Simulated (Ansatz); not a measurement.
Basis-set extrapolation for CH$_{4}$BNSi (`B[SiH2]C#N`) (PBE0-D4/def2-TZVP geometry, frozen core, Ansatz). Multiplicity 1, RHF reference.

```csv
,def2-TZVPP,def2-QZVPP
HF,-408.284583,-408.298373
MP2 correlation,-0.551661,-0.588931
CCSD(T) correlation,-0.614508,not run
```

Energies in hartree. Use E(X) = E(∞) + A·exp(−7.88·√X) for Hartree–Fock and E(X) = E(∞) + B·X^(−2.97) for correlation, with X = 3 and 4, and add CCSD(T) minus MP2 of the smaller set to the MP2 limit.

Task: What is the CCSD(T) energy at the basis-set limit?

Result: HF limit: -408.298373 + (-0.013790) × 0.13774 = -408.30027. MP2 limit: -0.588931 + (-0.037270) × 0.74074 = -0.61654. Higher-order term: -0.614508 − (-0.551661) = -0.06285. Total: -408.97966 hartree, 50.6 kcal/mol below CCSD(T)/def2-TZVPP.
